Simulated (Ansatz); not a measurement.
Molecule: H5SiNO3 (charge 0, singlet). SMILES: N[Si](O)(O)O
Coordinates optimised at B3LYP-D3(BJ)/def2-TZVP (Ansatz, a quantum-chemistry and plane-wave program):
```
Si
O 1 1.6330
H 2 0.9605 1 117.84
O 1 1.6443 2 106.50 3 60.69
H 4 0.9597 1 117.84 2 175.93
O 1 1.6443 2 106.50 3 -60.69
H 6 0.9597 1 117.84 2 -175.93
N 1 1.7058 2 113.19 3 -180.00
H 8 1.0086 1 119.30 2 70.60
H 8 1.0086 9 110.69 1 144.26
```

Cost and difference of B3LYP with Ansatz in habitual basis sets for the atomisation energy (kcal/mol). Conventions: 6-31G* and kin with 6d, 5d where marked; open shells spin-unrestricted; 6-311+G** with 5d, 6d on Na to Ar in Ansatz; atomisation electronic, to ground-state atoms; spin-orbit terms left out; LANL2DZ with its own core potentials from Na on; frozen cores in correlated levels; non-relativistic; dispersion terms only where a functional's name holds one. CBS marks a two-point X^-3 extrapolation of the correlation energy; Hartree-Fock from the larger set. Ab initio and DFT rows: single points at B3LYP-D3(BJ) geometries (Ansatz). Costs are core time of energy and forces over that of the cheapest set, on one shared machine, to one figure and rough; under a factor of 2 they don't order.

Coupled cluster (Ansatz) is a level with limits of its own, used here on species with T1 under 0.025 (0.045 for open shells) and stable references: CCSD(T)/CBS(aug-cc-pV(T+d)Z,aug-cc-pV(Q+d)Z).

Value to compare with: 958.6 kcal/mol.

```csv
level,relative cost,atomisation energy (kcal/mol),difference
B3LYP/STO-3G,1×,892.6,-66.0
B3LYP/3-21G,1×,847.1,-111.5
B3LYP/LANL2DZ,2×,835.1,-123.5
B3LYP/6-31G,2×,809.8,-148.8
B3LYP/def2-SVP,2×,918.5,-40.1
B3LYP/cc-pVDZ,2×,890.5,-68.1
B3LYP/6-31G*,3×,903.6,-55.0
B3LYP/6-31G**,3×,919.8,-38.8
B3LYP/6-31+G*,4×,904.3,-54.3
B3LYP/6-311+G**,5×,917.1,-41.5
```

The dearest set gives -41.5 kcal/mol. A small set can land close by cancelling terms.
